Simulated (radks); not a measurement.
Excited configurations of Bi: one electron is placed in a higher orbital outside [Hg] 6p2. The ground configuration is [Hg] 6p3. Calculated with a radial shooting solver on a logarithmic mesh with Libxc functionals: scalar-relativistic Kohn-Sham, PBE, spin-polarised, spherical densities, finite nucleus; open shells are filled with parallel spins first (spin-orbit coupling, left out, can overturn this in heavy ions); Fermi nuclear charge, rms radius 5.5211 fm. Excitation = E - E(ground); binding = E(ion) - E, where the ion is the core of charge +1; n* = 1/sqrt(2 binding) in atomic units, and the quantum defect is n - n*.

outer orbital  excitation (eV)  binding (eV)     n*  quantum defect  eigenvalue (eV)  <r> (bohr)
5f                       7.558         0.975  3.736           1.264           -0.473       16.35
6d                       6.515         2.019  2.596           3.404           -0.726       7.765
7s                       4.993         3.540  1.961           5.039           -2.036       6.336
7p                       6.258         2.275  2.445           4.555           -1.292       8.929
7d                       7.284         1.249  3.301           3.699           -0.705       15.40
7f                       8.023         0.510  5.166           1.834           -0.323       40.98

Estimate the row for 6f.

Answer. excitation (eV) 7.843; binding (eV) 0.690; n* 4.441; quantum defect 1.559; eigenvalue (eV) -0.404; <r> (bohr) 27.48. The Delta-SCF ionisation energy is 8.533 eV (NIST Atomic Spectra Database: 7.286 eV, measured). Self-interaction in the functional shifts the binding energies and quantum defects, so they are the method's values and not measured ones. Open shells are spherical and high-spin; term and fine-structure splittings are not resolved. Spin-orbit splitting is averaged out at the scalar-relativistic level.
